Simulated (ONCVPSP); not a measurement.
**Transferability test, ONCV potential for samarium**

Sm, optimised norm-conserving Vanderbilt (ONCV), made with ONCVPSP 4.0.1 (PBEsol, fully relativistic). Core [Kr] 4d10 4f5, reference 5s2 5p6 5d1 6s1.5 (charge +0.5). Waves: 5s+6s: rc 2.25 bohr, ncon 4, nbas 8, qcut 6.5 1/bohr, 2 projectors; 5p: rc 1.75 bohr, ncon 3, nbas 6, qcut 3.7 1/bohr, 3 projectors, debl 3.9 Ha; 5d: rc 2.55 bohr, ncon 4, nbas 7, qcut 4.4 1/bohr, 2 projectors, debl 0.3 Ha. Local part: polynomial inside 1.55 bohr (lpopt 5, dvloc0 6 Ha). Core correction: polynomial model core, fcfact 0.25.

Open shells are filled in proportion to 2j + 1.

Energies are relative to the spin-unpolarised reference configuration 5s2 5p6 5d1 6s1.5; without spin polarisation the order of configurations can differ from experiment.

Task: Give the all-electron excitation energy and the error of the potential for: 5s2 5p6 5d1 6s2; 5s2 5p6 5d1 6s1; 5s2 5p6 5d1 6s0; 5s2 5p6 5d1.5 6s1.5.

Result:

| valence configuration | charge | ΔE all-electron (eV) | error AE − PS (meV) |
| --- | --- | --- | --- |
| 5s2 5p6 5d1 6s2 | 0 | -2.614 | -0.5 |
| 5s2 5p6 5d1 6s1 | +1 | 3.871 | -0.8 |
| 5s2 5p6 5d1 6s0 | +2 | 15.589 | -14 |
| 5s2 5p6 5d1.5 6s1.5 | 0 | -1.933 | -3.3 |

Levels in the configuration 5s2 5p6 5d1 6s1:

| level | all-electron (eV) | pseudo (eV) |
| --- | --- | --- |
| 5s j=1/2 | -52.892 | -52.918 |
| 5p j=3/2 | -31.076 | -31.091 |
| 5p j=1/2 | -34.875 | -34.892 |
| 5d j=5/2 | -8.419 | -8.425 |
| 5d j=3/2 | -8.707 | -8.714 |
| 6s j=1/2 | -9.040 | -9.044 |
